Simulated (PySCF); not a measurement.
## YbB: from constants to spectrum

ROHF-MP2 constants of YbB, doublet, about 13.9 electrons in the 4f shell (Mulliken) (basis Yb x2c-SVPall, B x2c-SVPall; spin-free X2C with a Gaussian nucleus; PySCF 2.14; masses 173.9389 and 11.0093 u):

```
ωe              : 244.2 cm⁻¹
ωexe            : 5.55 cm⁻¹
Be              : 0.22362 cm⁻¹
αe              : 0.00444 cm⁻¹
D (centrifugal) : 7.5e-07 cm⁻¹
```

Q: Give the vibrational terms G(v) and spacings up to v = 5.

A: G(v) = ωe(v+½) − ωexe(v+½)².

```
v  G(v) (cm⁻¹)  G(v) − G(v−1)  Bv (cm⁻¹)
0          121                    0.2214
1          354            233     0.2170
2          576            222     0.2125
3          787            211     0.2081
4          987            200     0.2036
5         1175            189     0.1992
```

Correlated steps freeze 19 core orbitals. Spin–orbit coupling is left out, which matters for elements this heavy, above all for dissociation energies. With d or f electrons several states lie close, and the lowest PBE0 determinant need not be the measured ground state.
